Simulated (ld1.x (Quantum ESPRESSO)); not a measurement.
# What the settings do to the ultrasoft potential of Rh (Z = 45)

Base potential:

ld1.x (Quantum ESPRESSO) 7.5 input, shortened:

```
&input
   title='Rh', zed=45., rel=2, dft='PZ', iswitch=3,
   config='[Kr] 4d8 5s0 5p0', rel_dist='average'
 /
 &inputp
   pseudotype=3, tm=.true., lloc=-1, rcloc=2.70,
   nlcc=.true.,
   which_augfun='PSQ', rmatch_augfun_nc=.true.
 /
6
5S  1  0   0.00   0.00  2.45  2.75  0.0
5S  1  0   0.00  -0.20  2.45  2.75  0.0
5P  2  1   0.00   0.00  2.60  2.80  0.0
5P  2  1   0.00   1.10  2.60  2.80  0.0
4D  3  2   8.00   0.00  1.85  2.20  0.0
4D  3  2   0.00   0.85  1.85  2.20  0.0
 &test
   configts(1)='4d8 5s0 5p0'
 /
```

Open shells are filled in proportion to 2j + 1 (rel_dist='average').

Cutoffs, loose and tight: the cutoffs (Ry, on a coarse ladder) from which the occupation-weighted sum of valence levels, in a spherical-Bessel basis at the reference potential, stays within 10 and 1 mRy of its value at 400 Ry. They do not see the model core or the augmentation charge, which bear on the density cutoff. Test errors are all-electron minus pseudo excitation energies from the reference, over the configurations 4d8 5s1 5p0; 4d7 5s0 5p0; 4d6 5s0 5p0; 4d7 5s1 5p1; 4d9 5s0 5p0; 4d5 5s0 5p0; 4d8 5s0 5p1. A dash means not determined; rows that change the core or the reference have their own tests. The largest error is taken over the tests solved by every variant that gives reliable tests at all: 4d6 5s0 5p0; 4d7 5s0 5p0; 4d7 5s1 5p1; 4d8 5s0 5p1; 4d8 5s1 5p0; 4d9 5s0 5p0.

Cutoffs are not given where the Bessel-basis levels miss the radial ones by over 6 mRy, ghosts where they miss by over 20 mRy; a channel whose overlap is not positive is not tested.

```tsv
change	outcome	cutoff, loose	cutoff, tight	bound ghosts	largest test error (meV)
base	generated	21 Ry	35 Ry	none	-311
reference 4d8 5s1 5p0	generated	21 Ry	35 Ry	none	-514
core [Ar] 3d10 4s2, valence charge 15; reference 4p6 4d8 5s0 5p0; waves now 5s (bound): rcut 1.65, rcutus 2.25 bohr; 5s channel at -0.2 Ry: rcut 1.65, rcutus 2.25 bohr; 4p (bound): rcut 1.50, rcutus 2.10 bohr; 5p (bound): rcut 1.50, rcutus 2.10 bohr; 4d (bound): rcut 1.45, rcutus 1.85 bohr; 4d channel at 0.85 Ry: rcut 1.45, rcutus 1.85 bohr; local potential all-electron potential smoothed inside 1.55 bohr (lloc = -1); core correction a·sin(br)/r model core inside 1.65 bohr	failed: chargeps: negative rho	–	–	–	–
functional PBE	generated	21 Ry	35 Ry	none	-278
wave 5p channel at 1.1 Ry: rcut 2.60, rcutus 2.80 bohr becomes 5p channel at 1.18 Ry: rcut 2.60, rcutus 2.80 bohr	generated	21 Ry	35 Ry	none	-311
augmentation PSQ, radius 1.80 bohr	generated	21 Ry	35 Ry	none	-246
type PAW; local potential all-electron potential smoothed inside 1.85 bohr (lloc = -2)	generated	–	–	not determined	-387
waves 5s (bound): rcut 2.44, rcutus 2.58 bohr; 5s channel at -0.2 Ry: rcut 2.44, rcutus 2.58 bohr	generated	21 Ry	35 Ry	none	-311
```
